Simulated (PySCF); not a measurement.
Mg(Cl)(SH) (ClHMgS), SMILES [Mg]([Cl])[SH].

Geometry optimised at PBE-D3(BJ)/def2-TZVP. The values are those of a single conformer.

All values below come from PySCF 2.14.0 with TDDFT-M06-2X/def2-SVPD.

Vertical excitations. Gas-phase values at a fixed geometry. State labels are in the subgroup Cs.

Task: Estimate the UV-visible absorptions. (The exact figures need the calculation; the answer reports its results.)

Result: 
```csv
state,symmetry,energy (eV),λ (nm),f,main pairs
S1,A",4.49,276,0.039,HOMO→LUMO 96 %
S2,A",5.53,224,0.000,HOMO→LUMO+1 85 %
S3,A',5.80,214,0.087,"HOMO−1→LUMO 66 %, HOMO→LUMO+2 28 %"
S4,A',6.11,203,0.040,HOMO−2→LUMO 94 %
S5,A",6.12,203,0.046,HOMO−3→LUMO 94 %
S6,A",6.28,198,0.005,"HOMO→LUMO+3 42 %, HOMO→LUMO+6 15 %, HOMO→LUMO+7 11 %, HOMO→LUMO+4 8 %"
S7,A',6.46,192,0.265,"HOMO→LUMO+2 50 %, HOMO−1→LUMO 24 %, HOMO−1→LUMO+1 12 %"
S8,A',6.79,183,0.111,HOMO−1→LUMO+1 77 %
S9,A",7.06,176,0.015,HOMO−1→LUMO+2 84 %
S10,A",7.21,172,0.000,HOMO−3→LUMO+1 90 %
T1,A",4.23,293,0,HOMO→LUMO 93 %
T2,A',4.98,249,0,HOMO−1→LUMO 83 %
T3,A",5.42,229,0,"HOMO→LUMO+1 73 %, HOMO→LUMO+4 13 %"
T4,A',5.78,215,0,"HOMO→LUMO+2 76 %, HOMO→LUMO+5 12 %"
```
Triplets are in the Tamm–Dancoff approximation, which puts them higher than full response would, so one can lie above its singlet here.
